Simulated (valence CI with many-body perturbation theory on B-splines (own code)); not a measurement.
Rh XIII in brief

Calculated by valence CI with perturbative core correlation (CI+MBPT): five valence electrons over a frozen Dirac-Fock core [Ar] 3d10, radial functions for each j: 9 s, 9 p, 8 d, 6 f, 3 g, 1 h, with the one-electron correlation potential Σ1 (screened to all orders), the two-electron term Σ2, the three-electron term Σ3, Breit, model QED; selected single and double excitations, second order for the rest, scaled by the run's own slope (own B-spline code, finite nucleus).

No measured levels were compared; by estimate levels hold to about 250 cm⁻¹ or 0.2 % of their energy and the worst to 1 %, as in measured heavy ions of charge 2 to 7; those with d or f electrons hold less well. Among the levels kept, up to 600 cm⁻¹ of a level comes from second order outside the variational space, and about a tenth of that is noise between levels of different J, which matters for small intervals.

Names give the largest LS component (configuration and term), which can be under half, so a name can repeat, a term be missing and a line seem to break the LS rules; names also repeat where a configuration has a term twice.

Rates and lifetimes use the calculated energies. Strong lines usually hold to 10 to 20 %, long lifetimes can be off by a factor of two.

What is the ground level?

4s2.4p3 4S°_3/2, composition 70 % 4s2.4p3 4S° + 20 % 4s2.4p3 2P° + 8 % 4s2.4p3 2D°, g = 1.764.

Name the longest-lived excited levels whose lifetime is computed, and their main decay.

4s2.4p3 2D°_5/2 at 49184 cm⁻¹ lives 7.85 ms, mostly by M1 to 4s2.4p3 4S°_3/2; 4s2.4p3 2D°_3/2 at 35900 cm⁻¹ lives 1.42 ms, mostly by M1 to 4s2.4p3 4S°_3/2; 4s2.4p3 2P°_1/2 at 72468 cm⁻¹ lives 658 μs, mostly by M1 to 4s2.4p3 4S°_3/2. The lifetime of 4s2.4p2.4d 4F_9/2 is too uncertain to give, and may be longer.

How well does LS coupling describe the low levels?

Among the lowest 20 levels the leading LS term, summed over configurations, holds 78 % on average. For single configurations the figures are 72 % in LS and 69 % in jj coupling. Terms mix most in the J = 7/2 level at 474490 cm⁻¹, where the leading one holds 51 %.

What is the ionisation energy?

278.37 eV; NIST lists 277 ± 3 eV (theoretical).

Where does the other parity begin?

At 4s.4p4 4P_5/2, 284020 cm⁻¹.
